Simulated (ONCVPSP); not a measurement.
How hard is this zinc ONCV potential?

| Item | Value |
| --- | --- |
| Element | zinc |
| Generator | ONCVPSP 4.0.1 |
| Type | optimised norm-conserving Vanderbilt (ONCV) |
| Functional | PBE |
| Relativity | scalar-relativistic |
| Frozen core | [Ne] |
| Valence charge | 20 |
| Reference configuration | 3s2 3p6 3d10 4s1 (charge +1) |
| Partial waves | 3s+4s: rc 0.90 bohr, ncon 4, nbas 8, qcut 15.9 1/bohr, 2 projectors; 3p: rc 0.75 bohr, ncon 3, nbas 7, qcut 11.2 1/bohr, 2 projectors, debl 2.3 Ha; 3d: rc 1.45 bohr, ncon 4, nbas 8, qcut 9.5 1/bohr, 3 projectors, debl 0.9 Ha |
| Local potential | polynomial inside 0.70 bohr (lpopt 1, dvloc0 0 Ha) |
| Core correction | Teter function, fcfact 5.75, rcfact 1.05 |

In the p channel the program set the typed energies aside and used -3.421, 0.250 Ha.

Problem. For each optimised wave give the share of its norm inside rc, the residual kinetic energy above qcut (Ha) and the cutoffs (Ha) for errors of 10, 1, 0.1 and 0.01 mHa per electron.

Solution.

```json
{"wave": "3s", "norm inside rc": "0.821", "residual KE": "9.3e-08", "10 mHa": "65.0", "1 mHa": "81.9", "0.1 mHa": "95.9", "0.01 mHa": "107.3"}
{"wave": "4s", "norm inside rc": "0.032", "residual KE": "1.8e-08", "10 mHa": "46.2", "1 mHa": "68.0", "0.1 mHa": "85.5", "0.01 mHa": "99.4"}
{"wave": "3p", "norm inside rc": "0.611", "residual KE": "1.9e-04", "10 mHa": "37.8", "1 mHa": "46.9", "0.1 mHa": "163.8", "0.01 mHa": "394.4"}
{"wave": "p projector 2", "norm inside rc": "0.042", "residual KE": "2.8e-05", "10 mHa": "29.8", "1 mHa": "40.3", "0.1 mHa": "49.0", "0.01 mHa": "117.0"}
{"wave": "3d", "norm inside rc": "0.872", "residual KE": "2.6e-04", "10 mHa": "36.4", "1 mHa": "41.7", "0.1 mHa": "73.8", "0.01 mHa": "119.7"}
{"wave": "d projector 2", "norm inside rc": "0.051", "residual KE": "8.7e-05", "10 mHa": "31.3", "1 mHa": "38.8", "0.1 mHa": "44.7", "0.01 mHa": "81.8"}
{"wave": "d projector 3", "norm inside rc": "0.058", "residual KE": "2.8e-04", "10 mHa": "34.0", "1 mHa": "41.6", "0.1 mHa": "49.0", "0.01 mHa": "90.5"}
```

The occupied waves need 82 Ha and 164 Ha for 1 and 0.1 mHa.
